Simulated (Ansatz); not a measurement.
Computed with Ansatz on PBE0-D4/def2-TZVP structures; ΔE is electronic, products minus reactants. CCSD(T)/CBS adds triple-zeta CCSD(T) − MP2 to the extrapolated MP2 energy (def2 sets, frozen cores). This one scheme is used for every species. DFT in def2-TZVPP. B3LYP here is the variant with VWN-RPA as its local correlation; programs differ in this. Elements past krypton have def2 core potentials. For Sn outer-core shells are correlated without core-valence functions, which leaves a few kJ/mol of doubt a bond. One conformer a species, not always the lowest.

Reaction (hydrogenolysis of the Sn–Si bond): `[NH2][SnH2][SiH2]O` + H₂ → `[NH2][SnH3]` + `O[SiH3]`

```json
{"species": "`[NH2][SnH2][SiH2]O`", "B3LYP energy (Eh)": "-638.18887"}
{"species": "H₂", "B3LYP energy (Eh)": "-1.18000"}
{"species": "`[NH2][SnH3]`", "B3LYP energy (Eh)": "-272.14182"}
{"species": "`O[SiH3]`", "B3LYP energy (Eh)": "-367.22653"}
```

Problem. Work out ΔE.

Solution. ΔE = (-272.14182) + (-367.22653) − (-638.18887) − (-1.18000) = 0.00052 Eh = +0.3 kcal/mol. CCSD(T)/CBS gives +3.5 kcal/mol.

Largest T1 diagnostic among the species: 0.013.

In def2-TZVPP, CCSD(T) changes the Hartree–Fock value by +10.8 kcal/mol (the triples alone add +2.0 kcal/mol) and MP2 by +12.5 kcal/mol. From PBE to PBE0 (25 % exact exchange), in def2-TZVPP and without D4, ΔE moves by −2.4 kcal/mol. The D4 term adds +3.3 kcal/mol with B3LYP and +1.8 kcal/mol with PBE0; it sums over pairs of atoms, weighted by their polarisabilities, and B3LYP, whose exchange is more repulsive, gets the larger term.
